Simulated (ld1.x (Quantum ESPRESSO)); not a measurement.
# Configuration tests for cadmium (ultrasoft)

ld1.x (Quantum ESPRESSO) 7.5 input, shortened:

```
&input
   title='Cd', zed=48., rel=1, dft='PZ', iswitch=3,
   config='[Kr] 4d10 5s2 5p0'
 /
 &inputp
   pseudotype=3, tm=.true., lloc=-1, rcloc=1.10,
   nlcc=.true., rcore=0.90,
   which_augfun='PSQ', rmatch_augfun=0.70
 /
6
5S  1  0   2.00   0.00  1.60  2.20  0.0
5S  1  0   0.00   0.65  1.60  2.20  0.0
5P  2  1   0.00   0.00  2.75  2.95  0.0
5P  2  1   0.00   2.10  2.75  2.95  0.0
4D  3  2  10.00   0.00  0.85  1.15  0.0
4D  3  2   0.00  -1.15  0.85  1.15  0.0
 &test
   configts(1)='4d10 5s2 5p0'
 /
```

Energies are relative to the spin-unpolarised reference configuration 4d10 5s2 5p0; without spin polarisation the order of configurations can differ from experiment. Spin-polarised rows fill each open shell by Hund’s rule, majority spin first. The frozen-core shift is the all-electron ΔE with the core orbitals held at their reference shape minus the fully relaxed ΔE.

```csv
valence configuration,charge,ΔE all-electron (eV),error AE − PS (meV),frozen-core shift (meV)
4d10 5s1 5p0,+1,9.628,-2.3,+2.3
4d10 5s0 5p0,+2,27.148,-8.4,+8.4
4d9 5s0 5p0,+3,65.404,-126,+120
4d10 5s1.5 5p0,+0.5,3.876,-0.9,+0.9
4d10 5s1 5p1,0,4.790,-0.9,+0.8
4d10 5s0 5p2,0,9.913,-2.2,+2.1
4d8 5s0 5p0,+4,119.682,-573,+562
4d10 5s1 5p0 (spin-polarised),+1,9.439,-2.6,+2.7
4d9 5s0 5p0 (spin-polarised),+3,65.228,-116,+120
```

Note: ghost states, extra bound levels that the all-electron valence spectrum of the same l lacks: s at -461.6 eV, p at -177.6 eV. A true bound ghost makes a file unfit for plane-wave use.
